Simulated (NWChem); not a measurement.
Molecule: GaF2, doublet; SMILES [F][Ga][F]

```xyz
3

Ga     0.0000     0.0000     0.3380
F     -1.4967     0.0000    -0.5822
F      1.4967     0.0000    -0.5822
```
Atoms are numbered in this order, from 1.

Results from NWChem. Pople sets run with spherical d functions. Spin-unrestricted. In the optimisation the excess spin sits in a1 (C2v, its own frame). All runs use the structure optimised with PBE0/def2-SVP, spin-unrestricted. This spin state was assumed; another may lie lower. No stability test was run on the SCF state. Total energies compare along this basis series because the functional is fixed.

```csv
level,basis functions,energy (Ha),highest occupied level (eV),"lowest empty minus highest occupied level, either spin (eV)",dipole (D),<S²>
TPSS/STO-3G,28,-2099.0816,-1.48,0.20,1.33,0.752
TPSS/3-21G,40,-2114.0231,-5.74,1.34,1.62,0.752
TPSS/6-31G*,60,-2124.3002,-6.47,1.44,1.90,0.752
TPSS/6-311G**,80,-2124.6094,-6.58,1.45,2.21,0.752
```
